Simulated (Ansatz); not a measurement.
C2H10BNSi (`CNB(C)[SiH3]`). Total charge 0; spin multiplicity 1. The structure was optimised at the PBE0-D4/def2-TZVP level. It is one conformer, not always the lowest.

```xyz
15

C    -0.806   -1.891   -0.869
N     0.159   -0.829   -0.692
B     0.100    0.285    0.143
C    -1.111    0.598    1.098
Si    1.696    1.535    0.079
H    -0.381   -2.863   -0.597
H    -1.675   -1.715   -0.239
H    -1.146   -1.948   -1.907
H     0.978   -0.945   -1.270
H    -1.541    1.575    0.847
H    -0.761    0.694    2.131
H    -1.925   -0.131    1.091
H     1.311    2.924   -0.309
H     2.381    1.641    1.402
H     2.721    1.072   -0.908
```

Question: What is the dipole moment at ωB97M-V/def2-TZVPP? (An estimate is asked.)

Answer: The calculation gave: 2.56 D, with components (-1.17, -2.12, -0.82) D in this frame, pointing from negative to positive charge.

Question: And with PBE, r2SCAN, B3LYP? (Estimate.)

Answer: The calculation gave: PBE 2.64 D, r2SCAN 2.59 D, B3LYP 2.56 D.

Question: Give the Mulliken charges with ωB97M-V, PBE, B3LYP in def2-TZVPP. (An estimate is asked.)

Answer: Computed: 
```json
{"atom": "C1", "ωB97M-V": "-0.23", "PBE": "-0.18", "B3LYP": "-0.17"}
{"atom": "N2", "ωB97M-V": "-0.15", "PBE": "-0.12", "B3LYP": "-0.17"}
{"atom": "B3", "ωB97M-V": "0.13", "PBE": "0.13", "B3LYP": "0.16"}
{"atom": "C4", "ωB97M-V": "-0.39", "PBE": "-0.36", "B3LYP": "-0.34"}
{"atom": "Si5", "ωB97M-V": "-0.02", "PBE": "0.00", "B3LYP": "0.07"}
{"atom": "H6", "ωB97M-V": "0.13", "PBE": "0.10", "B3LYP": "0.11"}
{"atom": "H7", "ωB97M-V": "0.10", "PBE": "0.09", "B3LYP": "0.09"}
{"atom": "H8", "ωB97M-V": "0.13", "PBE": "0.10", "B3LYP": "0.10"}
{"atom": "H9", "ωB97M-V": "0.12", "PBE": "0.15", "B3LYP": "0.14"}
{"atom": "H10", "ωB97M-V": "0.12", "PBE": "0.11", "B3LYP": "0.10"}
{"atom": "H11", "ωB97M-V": "0.12", "PBE": "0.11", "B3LYP": "0.10"}
{"atom": "H12", "ωB97M-V": "0.09", "PBE": "0.07", "B3LYP": "0.08"}
{"atom": "H13", "ωB97M-V": "-0.04", "PBE": "-0.06", "B3LYP": "-0.08"}
{"atom": "H14", "ωB97M-V": "-0.04", "PBE": "-0.06", "B3LYP": "-0.08"}
{"atom": "H15", "ωB97M-V": "-0.06", "PBE": "-0.08", "B3LYP": "-0.10"}
```

B3LYP here is the variant with VWN-RPA as its local correlation; programs differ in this.
